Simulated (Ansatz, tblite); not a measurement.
Forces on nido-B6H10 (SH for H, site d on B) (B6H10S) at its PBE0-D4/def2-SVP geometry. Total charge 0; singlet.

The xTB rows come from tblite. Another isomer (singlet) lies 0.25 eV lower at PBE0-D4/def2-TZVP; other spin states weren't run for this one.

GFN1-xTB (tblite), largest force 1.64 eV/Å:

```xyz
17
positions Å, forces eV/Å
B     0.191    0.969   -1.172    1.081    0.559   -0.503
B    -1.278    0.712   -0.297   -1.097    0.348   -0.314
B     0.906   -0.445    1.101    0.654   -0.584    0.807
B    -0.879   -0.241    1.174   -0.857   -0.428    0.987
B    -0.103   -0.616   -0.348   -0.611   -1.494   -0.281
B     1.462    0.296   -0.359    0.534    0.850   -0.853
S    -0.412   -2.238   -1.209    0.365    0.214   -0.403
H     0.052    1.255   -2.330    0.098   -0.156    0.409
H    -2.400    0.827   -0.701    0.424   -0.052    0.085
H     1.490   -1.234    1.788   -0.174    0.265   -0.298
H    -1.641   -0.918    1.802    0.256    0.217   -0.221
H     0.385   -1.984   -2.267   -0.360   -0.152    0.447
H     2.543   -0.064   -0.735   -0.425    0.121    0.073
H    -0.521    1.816   -0.407    0.040    0.143   -0.094
H    -1.396    0.958    1.056   -0.021    0.022    0.105
H     0.057    0.185    1.987   -0.062    0.045    0.077
H     1.542    0.723    0.915    0.155    0.082   -0.022
```

GFN2-xTB (tblite), largest force 0.96 eV/Å:

```
B 0.472 0.173 -0.350
B -0.627 0.451 0.023
B 0.378 -0.083 0.667
B -0.480 0.092 0.830
B -0.249 0.250 0.598
B 0.287 0.272 -0.468
S 0.202 -0.401 -0.656
H 0.214 -0.133 0.464
H 0.544 -0.087 0.025
H -0.173 0.293 -0.435
H 0.317 0.192 -0.337
H -0.243 -0.129 0.280
H -0.474 0.232 0.023
H -0.035 -0.235 -0.284
H -0.020 -0.343 -0.029
H -0.190 -0.251 -0.139
H 0.075 -0.293 -0.214
```

PBE-D4/def2-TZVP (Ansatz), largest force 0.19 eV/Å:

```
B 0.002 -0.001 -0.056
B -0.112 0.010 -0.039
B 0.054 -0.079 0.068
B -0.048 -0.020 0.060
B 0.051 0.174 0.067
B 0.041 -0.022 -0.030
S -0.065 -0.087 0.030
H 0.016 -0.035 0.160
H 0.156 -0.014 0.063
H -0.085 0.113 -0.092
H 0.103 0.098 -0.080
H 0.047 0.016 -0.061
H -0.145 0.051 0.056
H 0.001 -0.044 -0.063
H -0.023 -0.052 -0.019
H -0.014 -0.055 -0.014
H 0.021 -0.054 -0.051
```
